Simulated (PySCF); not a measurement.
C₅H₈BN.
SMILES with atom numbers: `[CH:1]#[C:2][CH2:3][BH2-:4][N+:5]#[C:6][CH3:7]` (hydrogens: H8 on C1; H9, H10 on C3; H11, H12 on B4; H13, H14, H15 on C7)

A PySCF run (density fitting, gas phase, GFN2-xTB geometry) gave HOMO -5.15 eV, LUMO -1.22 eV, dipole 6.21 D.

Question: Which of these levels was it?
A. BLYP/pcSseg-1
B. BLYP/cc-pVDZ
C. PBE0/pcSseg-1
D. PBE0/def2-SVPD
E. OLYP/aug-cc-pVDZ

Answer: B. It is BLYP/cc-pVDZ. All candidates on this geometry:

```json
{"level and settings": "BLYP/cc-pVDZ, start guess huckel", "kind": "GGA", "basis functions": "138", "SCF cycles": "17", "E (Eh)": "-274.7367", "HOMO (eV)": "-5.15", "LUMO (eV)": "-1.22", "dipole (D)": "6.21"}
{"level and settings": "OLYP/aug-cc-pVDZ", "kind": "GGA", "basis functions": "233", "SCF cycles": "17", "E (Eh)": "-274.7857", "HOMO (eV)": "-5.39", "LUMO (eV)": "-1.43", "dipole (D)": "6.23"}
{"level and settings": "BLYP/pcSseg-1, grid level 3", "kind": "GGA", "basis functions": "159", "SCF cycles": "17", "E (Eh)": "-274.7185", "HOMO (eV)": "-5.38", "LUMO (eV)": "-1.42", "dipole (D)": "6.36"}
{"level and settings": "PBE0/def2-SVPD", "kind": "global hybrid", "basis functions": "204", "SCF cycles": "15", "E (Eh)": "-274.3279", "HOMO (eV)": "-6.72", "LUMO (eV)": "-0.58", "dipole (D)": "6.59"}
{"level and settings": "PBE0/pcSseg-1", "kind": "global hybrid", "basis functions": "159", "SCF cycles": "15", "E (Eh)": "-274.4845", "HOMO (eV)": "-6.69", "LUMO (eV)": "-0.54", "dipole (D)": "6.75"}
```

The nearest other candidate, by the summed differences of HOMO and LUMO, is BLYP/pcSseg-1: its HOMO differs by -0.23 eV and its LUMO by -0.20 eV. Cycle counts include a coarse-grid stage where the run had one.

Shape of the structure used: `[CH:1]#[C:2][CH2:3][BH2-:4][N+:5]#[C:6][CH3:7]`: C2–C3–B4–N5 54°.
